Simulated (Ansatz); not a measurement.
## Ansatz (development build ahead of 0.2.0) run

```yaml
crystal:
  periodic: [false, false, false]
  atoms:
    - { symbol: Cu, position_ang: [0.0, 0.0, 0.0] }
basis:
  gaussian: { orbitals: cc-pVDZ }
magnetization:
  spin_polarized: true
  initial_magnetization: 1
hamiltonian:
  xc: pbe0
```

The input is written out in the form of the current development build from the run's settings.

The run gave:

| Property | Result |
| --- | --- |
| Converged | yes |
| Total energy | -1640.28044 hartree |
| Spin squared of the determinant | 0.752 |
